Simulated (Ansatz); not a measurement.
Ideal-gas functions of `[OH][GeH]1[BH][O]1` at 500 K and 1 bar, from an Ansatz frequency run at PBE0-D4/def2-TZVP.

Molar mass 118.44 g/mol, point group C1 (symmetry number 1), electronic degeneracy 1, moments of inertia 45.571, 127.141, 144.78 u Å². Harmonic wavenumbers (cm⁻¹, unscaled): 168, 207, 228, 326, 510, 610, 703, 728, 754, 890, 941, 1517, 2100, 2701, 3884.

Use S(trans) = R[1.5 ln M + 2.5 ln T − 1.1517]; rotational temperatures θ = 24.2544 K / I; S(rot) = R[ln(√π/σ · √(T³/θAθBθC)) + 1.5]; for each mode x = 1.438777 ν̃/T, S = R[x/(eˣ − 1) − ln(1 − e⁻ˣ)] and H = RT x/(eˣ − 1); 1 cm⁻¹ = 0.0119627 kJ/mol; R = 8.31446 J/(mol·K).

**Question.** By hand: the entropy, in J/(mol·K).

**Answer.** Translation 179.1. Rotation: θ = 0.5322, 0.1908, 0.1675 K, giving 111.7. Vibration, mode by mode: 14.44, 12.74, 11.97, 9.14, 5.83, 4.63, 3.74, 3.54, 3.33, 2.45, 2.18, 0.57, 0.14, 0.03, 0.00, in all 74.7. Electronic 0.0. Sum 365.5 J/(mol·K).

**Question.** By hand: H − E and G − E in kJ/mol, counted from the electronic energy.

**Answer.** Zero-point energy ½ × 16267 × 0.0119627 = 97.3; thermal vibration 20.7; translation, rotation and pV give 4 RT = 16.6. H − E = 134.6 kJ/mol, and G − E = 134.6 − 500 × 365.5/1000 = -48.2 kJ/mol.

Vibration gives 20 % of the entropy. The sum counts one conformer and one mirror image; others add a mixing term.
